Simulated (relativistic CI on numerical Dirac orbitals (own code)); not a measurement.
Hyperfine structure of Pr36+, mass number 141

Computed by Dirac-Coulomb-Breit CI, orbitals from a KLI potential per configuration, model QED, unscaled Slater integrals (own radial code, finite nucleus).

Configurations in the expansion (outside the closed core [Ne]): 3s2 3p6 3d5, 3s2 3p5 3d6, 3s2 3p4 3d7, 3s 3p6 3d6, 3p6 3d7, 3s 3p5 3d7, 3s2 3p6 3d4 4s, 3s2 3p6 3d4 4p, 3s2 3p4 3d6 4s, 3s2 3p5 3d5 4s, 3s2 3p6 3d4 4f, 3s2 3p6 3d3 4s2, 3s 3p6 3d5 4s. Levels of other configurations are missing.

Nuclear spin I = 5/2, μ = 4.266 μN, Q = -0.0589 b (tables of Stone and Pyykkö). The electronic factors are computed for point nuclear moments, without core polarisation or the Bohr-Weisskopf and QED corrections.

```csv
Level,E (eV),A (MHz),B (MHz)
3s2 3p6 3d5 4P_1/2,32.2301,-12300,
3s2 3p6 3d5 2D_3/2,43.8402,67800,1510
3s2 3p6 3d5 2I_11/2,46.9989,41580,-84.3
```

Levels with J = 0, under 50 % of one LS term, or S terms without an open s electron are left out. Small factors come from cancelling terms and can be off by tens of per cent or more.

At this charge energies of transitions that change n are usually good to better than 1 %, and those within a shell (Δn = 0) to a few per cent. Terms inside the open d or f shell come out 10 to 20 % too wide with unscaled integrals.

Give the hyperfine levels of 3s2 3p6 3d5 2D_3/2 relative to its centre of gravity.

With K = F(F + 1) − I(I + 1) − J(J + 1), E = AK/2 + B[¾K(K + 1) − I(I + 1)J(J + 1)]/[2I(2I − 1)J(2J − 1)]: F = 1: -354900, F = 2: -220500, F = 3: -17780, F = 4: 254600 MHz.

LS names give the leading component of a level, which can be under half, so a name can repeat, a term be missing and a line seem to break the LS rules.
